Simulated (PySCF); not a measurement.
C5H8F4O.
Atom-mapped SMILES: `[CH3:1][CH:2]([CH3:3])[O:4][C@H:5]([F:6])[C:7]([F:8])([F:9])[F:10]` (hydrogens: H11, H12, H13 on C1; H14 on C2; H15, H16, H17 on C3; H18 on C5)

Geometry (PBE0-D3(BJ)/def2-SVP, Å), atoms numbered from 1 in this order:
```xyz
18
C5H8F4O angstrom
C     -1.4485    1.5462   -0.5392
C     -0.9264    0.1381   -0.3560
C     -1.8442   -0.7382    0.4756
O      0.3583    0.2522    0.2668
C      1.2715   -0.6908   -0.0395
F      1.0677   -1.8603    0.6473
C      2.6529   -0.1674    0.3503
F      2.7221    0.1264    1.6405
F      3.5779   -1.0852    0.0755
F      2.9335    0.9280   -0.3518
H     -1.5753    2.0342    0.4390
H     -2.4225    1.5326   -1.0493
H     -0.7456    2.1456   -1.1350
H     -0.7762   -0.3276   -1.3502
H     -1.4255   -1.7461    0.5965
H     -2.8311   -0.8228   -0.0036
H     -1.9795   -0.2991    1.4756
H      1.2804   -0.9448   -1.1185
```

All values: PBE0/pcSseg-1 (PySCF, non-relativistic), on one gas-phase PBE0-D3(BJ)/def2-SVP geometry that isn't relaxed in the solvent. The solvent is an IEF-PCM continuum (Bondi radii, 1.10 Å for H, scaled by 1.2). Specific hydrogen bonds and non-electrostatic terms are outside this model.

| run | E − E(gas) (kcal/mol) | HOMO (eV) | HOMO–LUMO gap (eV) | dipole (D) |
| --- | --- | --- | --- | --- |
| gas | 0.00 | -8.89 | 10.05 | 3.30 |
| P | -3.20 | -8.73 | 10.26 | 3.81 |
| Q | -1.98 | -8.78 | 10.18 | 3.61 |

Question: The runs were made in benzene and chloroform. Which run belongs to which solvent?

Answer: P = chloroform, Q = benzene. The dielectric constants are 2.271 (benzene), 4.711 (chloroform), and the energy falls further as ε rises. In this model the ground state sees the solvent through ε alone.

Question: How constant is the ratio of the lowering to (ε − 1)/(2ε + 1)?

Answer: 
```
   solvent  (ε − 1)/(2ε + 1)  E − E(gas) (kcal/mol)  ratio (kcal/mol)  polarisation term (kcal/mol)
   benzene             0.229                  -1.98              -8.6                         -2.10
chloroform             0.356                  -3.20              -9.0                         -3.54
```

The ratio changes by +4.0 % in size from benzene to chloroform. The polarisation term is half the interaction of the solute with the induced surface charges.
